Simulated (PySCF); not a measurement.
Atom-mapped SMILES (the numbers label the heavy atoms): `[CH3:1][C@@H:2]1[O:3][C:4](=[O:5])[C:6](=[O:7])[O:8][C@H:9]1[C:10]([F:11])([F:12])[F:13]` (H(Xn): hydrogen on atom n).

PySCF 2.14.0 with density-fitted response routines calculation with GFN2-xTB structure and shieldings: GIAO PBE0/pcSseg-1; no solvent, single conformer, no relativistic terms, rapidly exchanging positions averaged.

Referencing at the same level of theory: 13C (186.93 ppm) vs TMS.

**Question.** Do the 13C shifts follow the atomic charges (in e)? Tabulate both.

**Answer.** 
| atoms | hybridisation | δ (ppm) | σ para (ppm) | Hirshfeld | IAO | Mulliken | ESP-fitted |
| --- | --- | --- | --- | --- | --- | --- | --- |
| C4 | sp2 | 157.0 | -219 | +0.20 | +0.46 | +0.45 | +0.54 |
| C6 | sp2 | 156.0 | -218 | +0.20 | +0.46 | +0.44 | +0.59 |
| C10 | sp3 | 130.2 | -186 | +0.26 | +0.81 | +0.87 | +0.49 |
| C9 | sp3 | 82.1 | -147 | +0.02 | +0.01 | -0.02 | -0.19 |
| C2 | sp3 | 75.7 | -138 | +0.04 | +0.07 | -0.02 | +0.30 |
| C1 | sp3 | 18.4 | -78 | -0.12 | -0.43 | -0.19 | -0.54 |

Correlation coefficients of δ with charge over these carbons: Hirshfeld +0.94, IAO +0.89, Mulliken +0.81, ESP-fitted +0.92; with the paramagnetic shielding -1.00. Among the 4 sp3 carbons alone: Hirshfeld +0.97, IAO +0.97, Mulliken +0.87, ESP-fitted +0.88. With so few points, grouped by hybridisation, these coefficients are fragile. Charge is one influence among several: hybridisation and low-lying excitations act through the paramagnetic term.

Shifts are as computed. Against solution values, carbons near 30 ppm lie about +3 ppm off and those near 130 ppm about +5 ppm. Of 1211 compounds with measured shifts, 218 miss one by over three times the rms of a fit or turn the order of signals round; such compounds aren't used in these exercises.
